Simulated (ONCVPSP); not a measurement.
# An all-electron radial function and its pseudo partner (rhodium (Rh))

Columns: radius, all-electron u(r) and pseudo u(r) of the 4d shell (level -5.94 eV) of rhodium in the configuration [Ar] 3d10 4s2 4p6 4d8 5s1; PBE, scalar-relativistic, ONCV scheme, ONCVPSP 4.0.1.

| r (bohr) | all-electron | pseudo |
| --- | --- | --- |
| 0.103 | -0.1866 | 0.0032 |
| 0.205 | -0.3985 | 0.0239 |
| 0.308 | -0.3511 | 0.0754 |
| 0.410 | -0.1379 | 0.1615 |
| 0.513 | 0.1242 | 0.2794 |
| 0.615 | 0.3622 | 0.4148 |
| 0.718 | 0.5536 | 0.5537 |
| 0.820 | 0.6895 | 0.6772 |
| 0.923 | 0.7771 | 0.7746 |
| 1.025 | 0.8235 | 0.8370 |
| 1.128 | 0.8398 | 0.8654 |
| 1.230 | 0.8340 | 0.8638 |
| 1.332 | 0.8135 | 0.8403 |
| 1.435 | 0.7831 | 0.8028 |
| 1.538 | 0.7468 | 0.7587 |
| 1.640 | 0.7078 | 0.7135 |
| 1.743 | 0.6671 | 0.6691 |
| 1.845 | 0.6270 | 0.6274 |
| 1.948 | 0.5873 | 0.5873 |
| 2.050 | 0.5495 | 0.5494 |
| 2.153 | 0.5130 | 0.5129 |
| 2.255 | 0.4787 | 0.4787 |
| 2.358 | 0.4462 | 0.4461 |
| 2.460 | 0.4158 | 0.4158 |
| 2.562 | 0.3874 | 0.3874 |
| 2.665 | 0.3606 | 0.3606 |

(1) How many radial nodes do the two functions have?

(2) At about which radius was the pseudo-wave matched?

(3) Is the pseudo-wave norm-conserving?

Results:

(1) The all-electron 4d function has n − l − 1 = 1; the pseudo-wave has 0, since the states of the same l below it are removed with the core.

(2) 2.05 bohr. The columns agree to 0.0005 from 1.84 bohr on; several derivatives are matched, so the curves merge somewhat inside the radius.

(3) Yes: the ONCV scheme keeps the norm inside the radius equal to the all-electron one, which fixes the energy derivative of the logarithmic derivative at the level.
